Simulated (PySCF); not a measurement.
Isomers of C5H10OSi. The calculation used PBE0-D3(BJ)/def2-SVP geometry optimisation, gas phase in PySCF. Energies are electronic, without zero-point or thermal terms, for one conformer each. No frequencies were run at this level. Point groups hold within 0.08 Å.

Question: Order them by energy at this level, lowest first, and give relative energies in kcal/mol.
A. `[CH2:1]=[CH:2][O:3][C:4](=[CH2:5])[CH2:6][SiH3:7]` with C1–C2–O3–C4 -151°, C2–O3–C4–C5 21°, O3–C4–C6–Si7 69°
B. `[CH3:1]/[CH:2]=[CH:3]\[CH:4]=[CH:5]/[O:6][SiH3:7]` with C2–C3–C4–C5 180°, C4–C5–O6–Si7 -168°

Answer: B (0.0), A (25.6).

As drawn, the lower has an Si–O bond, which the higher lacks; the higher has an Si–C bond, which the lower lacks.

```tsv
SMILES	E (Eh)	E rel (kcal/mol)	dipole (D)	point group	A, B, C (MHz)
C/C=C\C=C/O[SiH3]	-560.52847	0.0	1.10	C1	10171, 709.0, 672.1
C=COC(=C)C[SiH3]	-560.48766	25.6	0.62	C1	3628, 1203, 995.9
```

Q: How do the relative energies change in single points at CAM-B3LYP/def2-SVPD (no added dispersion term) on the same geometries?

A: 
```csv
SMILES,PBE0-D3(BJ)/def2-SVP (kcal/mol),CAM-B3LYP/def2-SVPD (kcal/mol),shift
C/C=C\C=C/O[SiH3],0.0,0.0,0.0
C=COC(=C)C[SiH3],25.6,26.9,+1.3
```

Each column counts from its own lowest isomer. The order is unchanged; the largest shift is 1.3 kcal/mol.
